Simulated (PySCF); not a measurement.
**Mg (magnesium, neutral) across methods**

[Ne] 3s2, closed-shell 1S. All numbers are calculated (PySCF 2.14, the spin-free X2C one-electron Hamiltonian (Gaussian nucleus), in aug-cc-pVTZ-DK).

| method | E (hartree) | mean ε 2s (eV) | mean ε 2p (eV) | mean ε 3s (eV) | Σ⟨r²⟩ (bohr²) | ⟨S²⟩ |
| --- | --- | --- | --- | --- | --- | --- |
| LDA | -199.4333 | -79.434 | -46.916 | -4.781 | 28.00 | 0.000 |
| PBE0 | -200.2765 | -86.001 | -50.876 | -5.433 | 28.30 | 0.000 |
| PBE | -200.2598 | -80.029 | -46.834 | -4.704 | 28.24 | 0.000 |
| UHF | -199.91960 | -102.85 | -62.053 | -6.896 | 29.54 | 0.000 |
| BLYP | -200.3962 | -79.811 | -46.807 | -4.574 | 28.11 | 0.000 |
| r2SCANh | -200.3468 | -85.175 | -49.760 | -5.089 | 28.48 | 0.000 |
| r2SCAN | -200.3486 | -83.179 | -48.318 | -4.822 | 28.49 | 0.000 |
| PW91 | -200.3642 | -80.114 | -47.002 | -4.736 | 28.22 | 0.000 |
| BP86 | -200.4000 | -80.176 | -46.985 | -4.817 | 28.09 | 0.000 |
